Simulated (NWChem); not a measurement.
# C$_{3}$H$_{4}$N$_{2}$; SMILES N1CN=CC=1

```xyz
9

C      0.7372     0.0000     0.9031
N      1.1817     0.0000    -0.2994
C      0.0000     0.0000    -1.1202
N     -1.1817     0.0000    -0.2994
C     -0.7372     0.0000     0.9031
H      1.3939     0.0000     1.7796
H      0.0000    -0.8814    -1.7877
H      0.0000     0.8814    -1.7877
H     -1.3939     0.0000     1.7796
```
Atoms are numbered in this order, from 1.

The geometry was optimised at PBE0/def2-SVP. B3LYP is NWChem's, with the RPA form of VWN correlation.

Problem. Give the principal values of the shielding tensors (ppm) of C1, N2, C3 from B3LYP/6-311G** (spherical d), GIAO (NWChem), with their diamagnetic and paramagnetic parts as GIAO splits them.

Solution. 
```json
[
 {"atom": "C1", "σ11": "-85.2", "σ22": "40.2", "σ33": "106.6", "isotropic": "20.5", "diamagnetic": "254.4", "paramagnetic": "-233.9"},
 {"atom": "N2", "σ11": "-514.6", "σ22": "-219.6", "σ33": "243.6", "isotropic": "-163.5", "diamagnetic": "321.5", "paramagnetic": "-485.0"},
 {"atom": "C3", "σ11": "60.4", "σ22": "77.9", "σ33": "120.1", "isotropic": "86.1", "diamagnetic": "249.1", "paramagnetic": "-162.9"}
]
```
